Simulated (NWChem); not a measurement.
System: CH5BClN; SMILES CB(N)Cl

Here is an NWChem input.

```
start job
memory heap 200 mb stack 900 mb global 1100 mb
geometry units angstroms noautosym nocenter noautoz
  B     -0.068532    -0.409040     0.000969
  Cl     0.119255     1.387519    -0.001685
  C      1.217190    -1.315704     0.000314
  H      1.822408    -1.125764    -0.895326
  H      0.986987    -2.387516     0.031403
  H      1.859107    -1.081068     0.858555
  N     -1.372308    -0.904788     0.000412
  H     -1.572856    -1.895424     0.001901
  H     -2.192127    -0.313306    -0.001855
end
basis spherical
  * library pcsseg-1
end
dft
  xc kt2
  iterations 150
end
property
  shielding
end
task dft property
```

Output (shortened):

```
             Northwest Computational Chemistry Package (NWChem) 7.3.0
             --------------------------------------------------------

                             Geometry "geometry" -> ""
                             -------------------------

 Output coordinates in angstroms (scale by  1.889725989 to convert to a.u.)

  No.       Tag          Charge          X              Y              Z
 ---- ---------------- ---------- -------------- -------------- --------------
    1 B                    5.0000    -0.06853200    -0.40904000     0.00096900
    2 Cl                  17.0000     0.11925500     1.38751900    -0.00168500
    3 C                    6.0000     1.21719000    -1.31570400     0.00031400
    4 H                    1.0000     1.82240800    -1.12576400    -0.89532600
    5 H                    1.0000     0.98698700    -2.38751600     0.03140300
    6 H                    1.0000     1.85910700    -1.08106800     0.85855500
    7 N                    7.0000    -1.37230800    -0.90478800     0.00041200
    8 H                    1.0000    -1.57285600    -1.89542400     0.00190100
    9 H                    1.0000    -2.19212700    -0.31330600    -0.00185500

 Effective nuclear repulsion energy (a.u.)     141.6043619399

                              NWChem Property Module
                              ----------------------

  itol2e modified to match energy
  convergence criterion.

                                 NWChem DFT Module
                                 -----------------

 Summary of "ao basis" -> "ao basis" (spherical)
 ------------------------------------------------------------------------------
       Tag                 Description            Shells   Functions and Types
 ---------------- ------------------------------  ------  ---------------------
 B                          pcsseg-1                 7       17   3s3p1d
 Cl                         pcsseg-1                10       24   4s5p1d
 C                          pcsseg-1                 7       17   3s3p1d
 H                          pcsseg-1                 3        5   2s1p
 N                          pcsseg-1                 7       17   3s3p1d

  itol2e modified to match energy
  convergence criterion.

            General Information
            -------------------
          SCF calculation type: DFT
          Wavefunction type:  closed shell.
          No. of atoms     :     9
          No. of electrons :    40
           Alpha electrons :    20
            Beta electrons :    20
          Charge           :     0
          Spin multiplicity:     1
          Use of symmetry is: off; symmetry adaption is: off
          Maximum number of iterations: 150
          AO basis - number of functions:   100
                     number of shells:    46
          Convergence on energy requested:  1.00D-07
          Convergence on density requested:  1.00D-05
          Convergence on gradient requested:  5.00D-04

              XC Information
              --------------
                          KT2 Method XC Functional
                        Slater Exchange Functional  1.072 local
                           KT1 gradient correction  1.000 non-local
            Perdew 1991 LDA Correlation Functional  0.577 local

             Grid Information
             ----------------
          Grid used for XC integration:  fine
          Radial quadrature: Mura-Knowles
          Angular quadrature: Lebedev.
          Tag              B.-S. Rad. Rad. Pts. Rad. Cut. Ang. Pts.
          ---              ---------- --------- --------- ---------
          B                   0.85       70           9.0       590
          Cl                  1.00      123          11.0       770
          C                   0.70       70          11.0       590
          H                   0.35       60          12.0       590
          N                   0.65       70          10.0       590
          Grid pruning is: on
          Number of quadrature shells:   633
          Spatial weights used:  Erf1

      Superposition of Atomic Density Guess
      -------------------------------------

 Sum of atomic energies:        -578.39685362

      Non-variational initial energy
      ------------------------------

 Total energy =    -580.379296
 1-e energy   =   -1074.394859
 2-e energy   =     352.411201
 HOMO         =      -0.384462
 LUMO         =       0.063620

   convergence    iter        energy       DeltaE   RMS-Dens  Diis-err
 ---------------- ----- ----------------- --------- --------- ---------
 d= 0,ls=0.0,diis     1   -586.3893386409 -7.28D+02  7.40D-03  7.40D-01
 d= 0,ls=0.0,diis     2   -586.3839951864  5.34D-03  5.35D-03  4.97D-01
 d= 0,ls=0.0,diis     3   -586.4215684994 -3.76D-02  2.14D-03  2.00D-01
 d= 0,ls=0.0,diis     4   -586.4436470581 -2.21D-02  6.09D-04  6.37D-03
 d= 0,ls=0.0,diis     5   -586.4444098324 -7.63D-04  1.66D-04  5.77D-04
  Resetting Diis
 d= 0,ls=0.0,diis     6   -586.4444748046 -6.50D-05  3.90D-05  2.40D-05
 d= 0,ls=0.0,diis     7   -586.4444776410 -2.84D-06  2.71D-05  2.22D-06
 d= 0,ls=0.0,diis     8   -586.4444771611  4.80D-07  1.65D-05  5.72D-06
 d= 0,ls=0.0,diis     9   -586.4444779601 -7.99D-07  9.48D-07  1.35D-08
 d= 0,ls=0.0,diis    10   -586.4444779614 -1.26D-09  2.87D-07  1.99D-09

         Total DFT energy =     -586.444477961376
      One electron energy =    -1079.503515643029
           Coulomb energy =      403.575550775082
    Exchange-Corr. energy =      -52.120875033303
 Nuclear repulsion energy =      141.604361939874

 Numeric. integr. density =       39.999999433270

                       DFT Final Molecular Orbital Analysis
                       ------------------------------------

 Vector   18  Occ=2.000000D+00  E=-2.972951D-01
              MO Center= -8.4D-02,  2.9D-01, -3.8D-03, r^2= 3.1D+00
   Bfn.  Coefficient  Atom+Function         Bfn.  Coefficient  Atom+Function
  ----- ------------  ---------------      ----- ------------  ---------------
    33      0.409528  2 Cl pz                36      0.325461  2 Cl pz
    82      0.215579  7 N  pz                85      0.210254  7 N  pz
     9      0.146268  1 B  pz                59      0.138545  4 H  s
    69     -0.133661  6 H  s                 50     -0.118130  3 C  pz
    53     -0.107796  3 C  pz                24     -0.107059  2 Cl pz

 Vector   19  Occ=2.000000D+00  E=-2.623140D-01
              MO Center=  1.8D-01,  9.6D-01, -9.8D-04, r^2= 2.3D+00
   Bfn.  Coefficient  Atom+Function         Bfn.  Coefficient  Atom+Function
  ----- ------------  ---------------      ----- ------------  ---------------
    31      0.524101  2 Cl px                34      0.447624  2 Cl px
    22     -0.137201  2 Cl px                25     -0.135236  2 Cl px
    44     -0.126310  3 C  s                 76      0.117769  7 N  s
    49     -0.113036  3 C  py                32     -0.108417  2 Cl py
    51      0.102741  3 C  px                64      0.100620  5 H  s

 Vector   20  Occ=2.000000D+00  E=-2.539529D-01
              MO Center= -7.3D-01,  1.4D-03, -5.3D-04, r^2= 2.8D+00
   Bfn.  Coefficient  Atom+Function         Bfn.  Coefficient  Atom+Function
  ----- ------------  ---------------      ----- ------------  ---------------
    85     -0.380342  7 N  pz                33      0.369894  2 Cl pz
    82     -0.346802  7 N  pz                36      0.331679  2 Cl pz
    79     -0.173846  7 N  pz                24     -0.097148  2 Cl pz
    27     -0.096039  2 Cl pz                 9     -0.070086  1 B  pz
    30      0.052262  2 Cl pz                12     -0.047898  1 B  pz

[...]

          -----------------------------------------
          Chemical Shielding Tensors (GIAO, in ppm)
          -----------------------------------------

                                NWChem CPHF Module
                                ------------------

  scftype          =     RHF
  nclosed          =       20
  nopen            =        0
  variables        =     1600
  # of vectors     =        3
  tolerance        = 0.10D-03
  level shift      = 0.00D+00
  max iterations   =       50
  max subspace     =       30

 SCF residual:    8.8698845252596546E-006

Iterative solution of linear equations
  No. of variables     1600
  No. of equations        3
  Maximum subspace       30
        Iterations       50
       Convergence  1.0D-04

   iter   nsub   residual    time
   ----  ------  --------  ---------
     1      3    5.88D-06      73.5

      Atom:    1  B
        Diamagnetic
    201.1673     -0.4359      0.0223
     -0.4359    205.0280     -0.0496
      0.0223     -0.0496    178.8861

        Paramagnetic
   -137.7376     -5.8811     -0.0916
     -5.8811   -172.9592      0.1326
     -0.0916      0.1326    -85.4016

        Total Shielding Tensor
     63.4297     -6.3170     -0.0693
     -6.3170     32.0688      0.0830
     -0.0693      0.0830     93.4845

           isotropic =      62.9943
          anisotropy =      45.7357

          Principal Components and Axis System
                 1           2           3
               93.4848     64.6540     30.8442

      1        -0.0026      0.9817      0.1903
      2         0.0016     -0.1903      0.9817
      3         1.0000      0.0029     -0.0011

      Atom:    2  Cl
        Diamagnetic
   1147.9596      0.8772      0.0034
      0.8772   1155.9937     -0.0104
      0.0034     -0.0104   1147.2160

        Paramagnetic
   -518.9299    -25.7774      0.4934
    -25.7774   -196.1719     -0.3456
      0.4934     -0.3456   -232.2879

        Total Shielding Tensor
    629.0297    -24.9002      0.4968
    -24.9002    959.8218     -0.3559
      0.4968     -0.3559    914.9281

           isotropic =     834.5932
          anisotropy =     190.6436

          Principal Components and Axis System
                 1           2           3
              961.6890    914.9255    627.1651

      1        -0.0747      0.0010      0.9972
      2         0.9972      0.0085      0.0746
      3        -0.0084      1.0000     -0.0016

      Atom:    3  C
        Diamagnetic
    254.7199     -5.3176      0.0446
     -5.3176    255.1145     -0.0647
      0.0446     -0.0647    247.6286

        Paramagnetic
    -77.7762     -6.5522      0.3841
     -6.5522    -68.3640     -0.0312
      0.3841     -0.0312    -74.1810

        Total Shielding Tensor
    176.9436    -11.8697      0.4287
    -11.8697    186.7505     -0.0959
      0.4287     -0.0959    173.4475

           isotropic =     179.0472
          anisotropy =      23.4709

          Principal Components and Axis System
                 1           2           3
              194.6945    173.4634    168.9838

      1        -0.5560      0.0480      0.8298
      2         0.8310      0.0501      0.5540
      3        -0.0150      0.9976     -0.0678

      Atom:    4  H
        Diamagnetic
     31.2815     -1.3587     -8.0616
     -1.3587     25.6870     -0.6306
     -8.0616     -0.6306     32.1340

        Paramagnetic
     -0.1554      0.7233      3.4477
      0.7233      3.1420      0.5279
      3.4477      0.5279     -0.0182

        Total Shielding Tensor
     31.1261     -0.6353     -4.6139
     -0.6353     28.8290     -0.1027
     -4.6139     -0.1027     32.1158

           isotropic =      30.6903
          anisotropy =       8.3810

          Principal Components and Axis System
                 1           2           3
               36.2776     28.9604     26.8329

      1        -0.6696     -0.1653      0.7241
      2         0.0469      0.9636      0.2633
      3         0.7412     -0.2103      0.6375

      Atom:    5  H
        Diamagnetic
     26.8961     -0.0749     -0.0226
     -0.0749     41.1744     -0.4426
     -0.0226     -0.4426     23.5089

        Paramagnetic
      2.3150     -0.1558      0.0250
     -0.1558     -3.7962      0.1805
      0.0250      0.1805      3.3461

        Total Shielding Tensor
     29.2111     -0.2307      0.0024
     -0.2307     37.3782     -0.2621
      0.0024     -0.2621     26.8550

           isotropic =      31.1481
          anisotropy =       9.3647

          Principal Components and Axis System
                 1           2           3
               37.3912     29.2046     26.8485

      1        -0.0282      0.9996      0.0014
      2         0.9993      0.0281      0.0249
      3        -0.0249     -0.0021      0.9997

      Atom:    6  H
        Diamagnetic
     31.9243     -0.9629      8.1128
     -0.9629     25.8665      1.0296
      8.1128      1.0296     31.3568

        Paramagnetic
     -0.4679      0.5176     -3.4417
      0.5176      3.0971     -0.6870
     -3.4417     -0.6870      0.3117

        Total Shielding Tensor
     31.4564     -0.4454      4.6711
     -0.4454     28.9636      0.3426
      4.6711      0.3426     31.6685

           isotropic =      30.6962
          anisotropy =       8.3088

          Principal Components and Axis System
                 1           2           3
               36.2354     29.1037     26.7495

      1         0.6994     -0.1685      0.6946
      2        -0.0092      0.9696      0.2444
      3         0.7147      0.1773     -0.6766

      Atom:    7  N
        Diamagnetic
    330.5048      4.2182      0.0456
      4.2182    325.1837     -0.0385
      0.0456     -0.0385    300.9628

        Paramagnetic
   -131.0951     35.8665      0.2223
     35.8665   -233.2057      0.1538
      0.2223      0.1538   -118.7396

        Total Shielding Tensor
    199.4097     40.0846      0.2680
     40.0846     91.9780      0.1153
      0.2680      0.1153    182.2232

           isotropic =     157.8703
          anisotropy =      82.2750

          Principal Components and Axis System
                 1           2           3
              212.7203    182.2205     78.6702

      1         0.9490     -0.0091     -0.3151
      2         0.3151     -0.0028      0.9491
      3         0.0095      1.0000     -0.0002

      Atom:    8  H
        Diamagnetic
     28.3872      5.7064      0.0020
      5.7064     42.2956     -0.0336
      0.0020     -0.0336     20.9661

        Paramagnetic
     -0.9929     -1.2662     -0.0182
     -1.2662     -9.6045      0.0143
     -0.0182      0.0143      1.5973

        Total Shielding Tensor
     27.3943      4.4402     -0.0162
      4.4402     32.6911     -0.0193
     -0.0162     -0.0193     22.5634

           isotropic =      27.5496
          anisotropy =      11.4948

          Principal Components and Axis System
                 1           2           3
               35.2129     24.8727     22.5634

      1         0.4938      0.8696      0.0027
      2         0.8696     -0.4938      0.0007
      3        -0.0020     -0.0020      1.0000

      Atom:    9  H
        Diamagnetic
     40.1513     -5.9929      0.0429
     -5.9929     30.1789     -0.0268
      0.0429     -0.0268     20.1602

        Paramagnetic
     -5.4172      3.5675     -0.0166
      3.5675     -4.6029      0.0066
     -0.0166      0.0066      2.3049

        Total Shielding Tensor
     34.7341     -2.4254      0.0263
     -2.4254     25.5760     -0.0203
      0.0263     -0.0203     22.4650

           isotropic =      27.5917
          anisotropy =      11.6177

          Principal Components and Axis System
                 1           2           3
               35.3368     24.9734     22.4649

      1         0.9705      0.2412     -0.0010
      2        -0.2411      0.9705      0.0057
      3         0.0024     -0.0053      1.0000
```

Level: KT2/pcSseg-1, GIAO. Structure relaxed at the B3LYP/6-31G* (spherical d) level. The printed shielding anisotropy is the first printed principal value minus the mean of the other two.
